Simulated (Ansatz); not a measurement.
[YbCl6]3- (YbCl6³⁻). Total charge -3; doublet. Geometry PBE-D4/def2-SVP, basis def2-TZVP, Ansatz.

| run | HOMO (eV) | LUMO (eV) |
| --- | --- | --- |
| A | 3.79 | 6.83 |
| B | 4.40 | 5.02 |
| C | 3.38 | 7.23 |
| D | 4.79 | 4.97 |

In the def2 sets Yb takes a core potential; there is no spin–orbit coupling. HSE06 is defined as in plane-wave codes, on full-range PBE exchange. With an open 4f shell the SCF may have ended on a state above the lowest. A multiply charged anion in the gas phase is held together partly by the finite basis. No other spin state of charge -3 was run.

HOMO and LUMO are taken over both spins.

Problem. The runs used HSE06, PBE, PBE0, r2SCAN. Estimate which is which.

Solution. A HSE06 (range-separated); B r2SCAN (0 % exact exchange); C PBE0 (25 % exact exchange); D PBE (0 % exact exchange). Exact exchange lowers occupied and raises empty levels; among semilocal functionals meta-GGAs tend to open the gap a little, and such runs are hard to tell apart. The gap grows from 0.18 eV (PBE) to 3.85 eV (PBE0). At HSE06-D4/def2-TZVP, r2SCAN-D4/def2-TZVP, PBE0-D4/def2-TZVP, PBE-D4/def2-TZVP the highest occupied level of the charge -3 doublet lies above zero (up to 4.79 eV). It is a level of β spin, whose loss leaves a triplet; that state wasn't run at this geometry and level. The electron is either unbound and held by the finite basis, or the level is raised by self-interaction error.
